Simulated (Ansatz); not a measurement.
Frontier orbitals of `[OH][Cu-][n+]1ccccc1`.

Total charge 0; spin multiplicity 1. For Cu the d shell is correlated and the shells below it are frozen. Scalar relativity is left out up to krypton. The geometry is a stationary point of PBE0-D4/def2-TZVP. It is one conformer, not always the lowest. Basis def2-TZVPP, Ansatz 0.2.0.

A caution on the coupled-cluster cation, which keeps the state that its UHF reference found: spin contamination of the cation.

Orbital energies of one run (eV). Highest occupied ones, from the top: -7.06, -7.27, -8.35, -8.73, -8.74, -9.31, -9.33, -9.94, -11.03, -11.64, -12.56, -12.85, -14.35, -14.55. Empty: -0.95, -0.31, 1.10, 1.96, 2.25, 2.71.

Which functional gave them?
A. CAM-B3LYP
B. r2SCAN
C. PBE
D. r2SCAN0

A. HOMO energies: CAM-B3LYP -7.06, r2SCAN0 -5.82, PBE -4.40, r2SCAN -4.53 eV.
